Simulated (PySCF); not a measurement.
Fill in the blanks.

C2H5BF2OS.
SMILES: `CSBOC(F)F`

Conformer (atom-mapped SMILES and torsion angles): `[CH3:1][S:2][BH:3][O:4][CH:5]([F:6])[F:7]`: C1–S2–B3–O4 0°, S2–B3–O4–C5 -178°, B3–O4–C5–F6 -134°.

```tsv
property	level	value
point group	PBE0-D3(BJ)/def2-SVP	?
rotational constants A, B, C	PBE0-D3(BJ)/def2-SVP	4.902, 0.954, 0.920 GHz
dipole moment	CAM-B3LYP/def2-SVPD	?
HOMO energy	CAM-B3LYP/def2-SVPD	-8.98 eV
LUMO energy	CAM-B3LYP/def2-SVPD	?
lowest singlet excitation	TDDFT CAM-B3LYP/def2-SVPD	?
lowest triplet excitation (Tamm–Dancoff)	TDA CAM-B3LYP/def2-SVPD	4.99 eV
static isotropic polarisability	CAM-B3LYP/def2-SVPD	66.9 au
vertical ionisation energy	ΔSCF CAM-B3LYP/def2-SVPD	9.90 eV
electronic spatial extent ⟨r²⟩ about the centre of nuclear charge	CAM-B3LYP/def2-SVPD	?
13C chemical shifts (computed TMS as zero) by class	GIAO PBE0/pcSseg-1	123.0 (1 C), 13.2 (1 C) ppm
1H chemical shifts (computed TMS as zero) by class	GIAO PBE0/pcSseg-1	?
isotropic shieldings of nuclei other than C and H, by class	GIAO PBE0/pcSseg-1	?
```

Gas-phase values; electronic properties from PySCF, density fitting. Isolated species at its PBE0-D3(BJ)/def2-SVP geometry (one conformer only). NMR classes are plain means over equivalent atoms (diastereotopic ones count apart unless rotation or inversion swaps them), as if these changed places fast; in this geometry the members of some classes differ.

Problem. The LUMO energy?

Solution. 0.45 eV.

Problem. The electronic spatial extent ⟨r²⟩ about the centre of nuclear charge?

Solution. 1205 bohr².

Problem. The point group?

Solution. C1.

Problem. Give the dipole moment.

Solution. 0.82 D.

Problem. Give the lowest singlet excitation.

Solution. 6.30 eV (197 nm, f = 0.199).

Problem. What are the 1H chemical shifts (computed TMS as zero) by class?

Solution. 6.21 (1 H), 5.53 (1 H), 2.16 (3 H) ppm.

Problem. Give the isotropic shieldings of nuclei other than C and H, by class.

Solution. 56 (1 B), 103 (1 O), 264 (2 F), 523 (1 S) ppm.

The ΔSCF ionisation energy exceeds −ε(HOMO) by 0.92 eV with CAM-B3LYP. With B = h/(8π²I), that is 505.379 GHz u Å² over I, the principal moments of inertia are 103.1, 530.0 and 549.6 u Å² (most abundant isotopes). The vertical singlet–triplet gap S1 − T1 is 1.31 eV (TDDFT singlet less Tamm–Dancoff triplet; S1: HOMO→LUMO, weight 0.94; T1: HOMO→LUMO, weight 0.95). The rotational constants make it an asymmetric top with κ = (2B − A − C)/(A − C) = -0.98, nearer the prolate limit (−1). The principal polarisabilities are 53.3, 66.3 and 81.1 au; their mean is the isotropic value. The 10 singlets span 6.30 to 8.87 eV, and their oscillator strengths add up to 0.47.

For the NMR shielding job (PBE0/pcSseg-1), time: 19 s wall (grids of density and orbitals included); peak memory 0.85 GiB. Hardware: one thread, Arm Neoverse V2 (aarch64), no GPU, shared host.
